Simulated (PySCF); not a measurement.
Isomers of C6H11PS, from PySCF, PBE0-D3(BJ)/def2-SVP geometry optimisation, gas phase. One conformer each, no zero-point energy, no frequencies.

Question: Which isomer lies lowest at this level?
A. `S=[P@]12CC[C@H](CC1)C2`: A = 2789, B = 1176, C = 1060 MHz, dipole 4.93 D
B. `[CH3:1][S:2][CH2:3][P:4]=[C:5]=[C:6]([CH3:7])[CH3:8]` with C1–S2–C3–P4 71°, S2–C3–P4–C5 -102°: A = 2318, B = 742.9, C = 624.4 MHz, dipole 3.06 D
C. `[CH3:1][C:2]1=[CH:3][CH2:4][P@:5]([CH3:6])(=[S:7])[CH2:8]1` with C2–C3–C4–P5 -16°, C3–C4–P5–C6 -84°, C4–P5–C8–C2 -21°, C1–C2–C8–P5 -165°: A = 2794, B = 902.7, C = 884.1 MHz, dipole 4.89 D

Answer: A. That is `S=[P@]12CC[C@H](CC1)C2`, 10.8 kcal/mol below the next.

```tsv
SMILES	mapped SMILES	E (Eh)	relative (kcal/mol)	relative (kJ/mol)	dipole (D)
S=[P@]12CC[C@H](CC1)C2	[S:1]=[P@:2]12[CH2:3][CH2:4][C@H:5]([CH2:6][CH2:7]1)[CH2:8]2	-973.91763	0.0	0.0	4.93
CC1=CC[P@](C)(=S)C1	[CH3:1][C:2]1=[CH:3][CH2:4][P@:5]([CH3:6])(=[S:7])[CH2:8]1	-973.90040	10.8	45.3	4.89
CSCP=C=C(C)C	[CH3:1][S:2][CH2:3][P:4]=[C:5]=[C:6]([CH3:7])[CH3:8]	-973.80661	69.7	291.5	3.06
```

As drawn, the highest has cumulated double bonds and a C=C bond outside aromatic rings, which the lowest lacks.
